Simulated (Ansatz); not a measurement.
Mg2F2⁺, 4 atoms. Hardware: 4 threads of Intel Xeon on a shared host.

Correlated methods freeze 4 core orbitals; core or outer-core shells of Mg are correlated, in sets that lack core-valence functions.

Task: How many basis functions does each of these Ansatz runs have, and roughly what does it cost? PBE-QIDH/def2-TZVP, charge 1 quartet, energy, from earlier orbitals; r2SCAN-D4/def2-TZVP, charge 0 singlet at the geometry of the charge 1 doublet, energy, from earlier orbitals; r2SCAN-D4/def2-TZVP, charge 1 doublet, energy, from earlier orbitals; PBE-QIDH/def2-TZVP, charge 1 doublet, energy, from earlier orbitals; PBE0-D4/def2-TZVP, charge 0 singlet at the geometry of the charge 1 doublet, energy; r2SCAN-D4/def2-TZVP, charge 1 quartet, relaxation, 6 steps; HF/STO-3G, charge 1 quartet, energy; PBE0-D4/def2-TZVP, charge 1 doublet, energy, from earlier orbitals; PBE-D4/def2-TZVP, charge 0 triplet at the geometry of the charge 1 doublet, energy, from earlier orbitals; r2SCAN-D4/def2-TZVP, charge 0 triplet at the geometry of the charge 1 doublet, energy, from earlier orbitals; CCSD(T)/def2-TZVPP, charge 1 quartet, energy, from earlier orbitals; CAM-B3LYP-D4/def2-TZVP, charge 1 quartet, energy, from earlier orbitals.

Result: Other jobs shared the machine, so times can vary by a factor of up to 3. A dash marks memory too small to be measured apart from the calling script's.

```
                                                                                                         run  functions  fitting or Cholesky vectors  wall time  peak host memory (GiB)
                                                                         HF/STO-3G, charge 1 quartet, energy         28                          312     0.66 s                       –
                         PBE0-D4/def2-TZVP, charge 0 singlet at the geometry of the charge 1 doublet, energy        126                          888      2.1 s                       –
   PBE-D4/def2-TZVP, charge 0 triplet at the geometry of the charge 1 doublet, energy, from earlier orbitals        126                          888      2.8 s                       –
r2SCAN-D4/def2-TZVP, charge 0 singlet at the geometry of the charge 1 doublet, energy, from earlier orbitals        126                          888        3 s                       –
r2SCAN-D4/def2-TZVP, charge 0 triplet at the geometry of the charge 1 doublet, energy, from earlier orbitals        126                          888      4.8 s                       –
                                     CAM-B3LYP-D4/def2-TZVP, charge 1 quartet, energy, from earlier orbitals        126                          888      4.8 s                       –
                                         PBE-QIDH/def2-TZVP, charge 1 quartet, energy, from earlier orbitals        126                          970      4.9 s                       –
                                         PBE-QIDH/def2-TZVP, charge 1 doublet, energy, from earlier orbitals        126                          970        5 s                       –
                                        r2SCAN-D4/def2-TZVP, charge 1 doublet, energy, from earlier orbitals        126                          888      9.6 s                       –
                                          PBE0-D4/def2-TZVP, charge 1 doublet, energy, from earlier orbitals        126                          888       11 s                       –
                                                  r2SCAN-D4/def2-TZVP, charge 1 quartet, relaxation, 6 steps        126                          888       20 s                       –
                                         CCSD(T)/def2-TZVPP, charge 1 quartet, energy, from earlier orbitals        126                          970       39 s                     1.3
```
